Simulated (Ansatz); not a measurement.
```xyz
6

C    -2.036   -0.325    1.378
C    -1.049   -0.184    0.691
Si    0.456    0.102   -0.276
F     0.049    0.435   -1.765
F     1.311   -1.226   -0.292
H     1.270    1.198    0.263
```

Charge 0, multiplicity 2.

**Question.** List the PBE0/def2-TZVPP orbital energies in eV (the Gaussian-basis code of Ansatz). (Best estimate.)

**Answer.** Computed: α occupied: -1805.07, -674.45, -674.45, -280.87, -279.06, -147.16, -101.88, -101.85, -101.79, -34.15, -33.65, -22.31, -17.10, -14.65, -14.48, -13.89, -13.00, -12.81, -12.45, -11.93, -10.68, -9.55, -9.52. α empty: -1.14, -1.07, 1.65, 1.98, 2.47, 3.07, 3.94, 4.33. β occupied: -1805.07, -674.45, -674.45, -280.22, -279.07, -147.16, -101.88, -101.84, -101.78, -34.15, -33.65, -21.65, -16.97, -14.48, -14.48, -13.89, -12.81, -12.79, -12.46, -10.87, -9.16, -9.12. β empty: -5.27, -0.59, -0.49, 1.72, 2.14, 2.48, 3.19, 4.14. ⟨S²⟩ = 0.789.
